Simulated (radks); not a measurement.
All-electron atom: the lutetium ion Lu70+ in 1s1. Calculated with a radial shooting solver on a logarithmic mesh with Libxc functionals: non-relativistic Kohn-Sham, PBE, spin-polarised, spherical densities, point nucleus; open shells are filled with parallel spins first (spin-orbit coupling, left out, can overturn this in heavy ions); relativity is left out, which matters for an element this heavy.

Normalised radial functions P(r) = r R(r), r in bohr:

r	1s up	2s up	2p up
0.001373	1.4901	0.5242	0.0154
0.001511	1.6242	0.5712	0.0186
0.001663	1.7686	0.6218	0.0224
0.001831	1.9238	0.6761	0.0270
0.002015	2.0901	0.7341	0.0325
0.002218	2.2677	0.7961	0.0391
0.002442	2.4569	0.8619	0.0470
0.002688	2.6576	0.9315	0.0565
0.002958	2.8696	1.0047	0.0678
0.00323	3.0736	1.0748	0.0800
0.003556	3.3059	1.1543	0.0959
0.003914	3.5476	1.2362	0.1147
0.004309	3.7971	1.3200	0.1370
0.004743	4.0528	1.4048	0.1635
0.005221	4.3122	1.4893	0.1948
0.005747	4.5726	1.5721	0.2316
0.006326	4.8305	1.6515	0.2749
0.006963	5.0818	1.7254	0.3257
0.007665	5.3218	1.7912	0.3849
0.008437	5.5453	1.8462	0.4538
0.009213	5.7306	1.8841	0.5264
0.01014	5.9055	1.9085	0.6172
0.01116	6.0454	1.9112	0.7212
0.01229	6.1436	1.8878	0.8397
0.01353	6.1934	1.8338	0.9737
0.01489	6.1885	1.7445	1.1241
0.01639	6.1236	1.6154	1.2915
0.01804	5.9948	1.4423	1.4759
0.01986	5.7999	1.2220	1.6768
0.02186	5.5388	0.9522	1.8927
0.02387	5.2437	0.6610	2.1018
0.02628	4.8662	0.2966	2.3388
0.02892	4.4390	-0.1125	2.5803
0.03184	3.9734	-0.5594	2.8202
0.03505	3.4835	-1.0337	3.0506
0.03858	2.9848	-1.5217	3.2624
0.04246	2.4940	-2.0061	3.4455
0.04674	2.0268	-2.4668	3.5889
0.05145	1.5977	-2.8819	3.6818
0.05664	1.2177	-3.2289	3.7144
0.06234	0.8944	-3.4868	3.6787
0.06808	0.6504	-3.6299	3.5820
0.07494	0.4403	-3.6735	3.4061
0.08249	0.2838	-3.5955	3.1608
0.0908	0.1733	-3.4011	2.8555
0.09995	0.0998	-3.1048	2.5047
0.11	0.0538	-2.7299	2.1269
0.1211	0.0270	-2.3060	1.7427
0.1333	0.0125	-1.8661	1.3729
0.1467	0.0053	-1.4415	1.0358
0.1615	0.0021	-1.0589	0.7452
0.1764	0.0008	-0.7607	0.5263
0.1942	0.0002	-0.5008	0.3409
0.2137	0.0001	-0.3091	0.2073
0.2352	0.0000	-0.1776	0.1176
0.259	0.0000	-0.0945	0.0619
0.285	0.0000	-0.0461	0.0299

1s up: eigenvalue -68132 eV, 0 radial nodes, <r> = 0.0211 bohr, 90 % of the charge inside 0.0375 bohr. 2s up (empty): eigenvalue -16870.3 eV, 1 radial node at r = 0.0282 bohr, <r> = 0.0848 bohr, 90 % of the charge inside 0.129 bohr. 2p up (empty): eigenvalue -16834.5 eV, 0 radial nodes, <r> = 0.0708 bohr, 90 % of the charge inside 0.113 bohr.
